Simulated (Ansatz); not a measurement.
```xyz
28

Si   -0.9408   -0.9311    2.7853
N    -0.2853   -1.3277    1.2300
Si    0.0679   -2.9841    0.8664
Ga    0.0164   -0.0005   -0.0141
N     1.4326   -0.1132   -1.1831
Si    2.8193   -1.0882   -0.8131
Si    1.4193    0.7495   -2.6883
N    -1.1330    1.4401   -0.0603
Si   -2.8077    1.2323    0.3386
Si   -0.5657    3.0216   -0.4826
H    -0.2986   -1.7916    3.8166
H    -0.6610    0.4983    3.0841
H    -2.4111   -1.1480    2.8571
H    -1.1427   -3.8275    1.0692
H     0.4845   -3.0794   -0.5586
H     1.1506   -3.5288    1.7280
H     2.9143   -2.2819   -1.6949
H     2.7378   -1.5345    0.6023
H     4.0594   -0.2848   -0.9996
H     1.7591   -0.1810   -3.8003
H     2.4092    1.8591   -2.7056
H     0.0607    1.3065   -2.9188
H    -3.1932   -0.1862    0.1153
H    -3.6263    2.1162   -0.5360
H    -3.1051    1.5831    1.7536
H    -0.9126    3.9968    0.5883
H    -1.1623    3.5114   -1.7536
H     0.9143    2.9736   -0.6259
```

Total charge 0; spin multiplicity 1.

Task: List the PBE0/def2-TZVPP orbital energies in eV (the Gaussian-basis code of Ansatz). (Best estimate.)

Result: Ansatz gave: Occupied: -10147.65, -1802.90, -1802.90, -1802.90, -1802.90, -1802.90, -1802.89, -1253.45, -1109.66, -1109.52, -1109.52, -391.29, -391.23, -391.23, -151.86, -145.20, -145.20, -145.19, -145.19, -145.19, -145.19, -104.90, -104.61, -104.60, -99.87, -99.87, -99.86, -99.86, -99.86, -99.86, -99.85, -99.85, -99.85, -99.85, -99.84, -99.84, -99.84, -99.84, -99.83, -99.83, -99.83, -99.83, -24.59, -24.43, -24.41, -23.89, -23.88, -23.02, -22.52, -22.47, -15.74, -15.70, -15.37, -15.05, -14.30, -14.29, -13.05, -11.66, -11.66, -11.12, -10.96, -10.94, -10.77, -10.62, -10.56, -9.98, -9.82, -9.81, -9.57, -9.42, -9.39, -9.37, -9.16, -9.15, -8.07, -7.77, -7.70. Lowest empty: -1.25, -0.43, 0.13, 0.14, 0.26, 0.54, 0.63, 0.78.
